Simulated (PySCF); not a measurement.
# Excited states of Nb⁵⁺ (niobium, charge +5)

Ground state [Kr], ¹S. Computed with PySCF 2.14 in x2c-SVPall with two added diffuse shells each of s, p, d type (8s7p7d1f, 71 functions), with scalar relativity by spin-free X2C-1e. Vertical excitation energies in eV without spin-orbit coupling; excited terms of each kind are numbered among those the solver found. Frozen: [Ar].

| term | leading excitation | EOM-EE-CCSD |
| --- | --- | --- |
| 1 3P° | 4p → d | 34.757 |
| 1 3F° | 4p → d | 36.120 |
| 1 1D° | 4p → d | 38.071 |
| 1 3D° | 4p → d | 38.203 |
| 1 1F° | 4p → d | 38.450 |
| 1 1P° | 4p → d | 47.370 |
| 1 3S | 4p → p | 56.852 |
| 1 3D | 4p → p | 58.007 |
| 1 1D | 4p → p | 58.372 |
| 1 1P | 4p → p | 58.712 |
| 1 3P | 4p → p | 58.762 |
| 1 1S | 4p → p | 60.623 |

The spin-orbit splitting of the hole, absent here, rivals or exceeds the spacing of these terms, so the LS terms are model states.

The solver can miss terms.
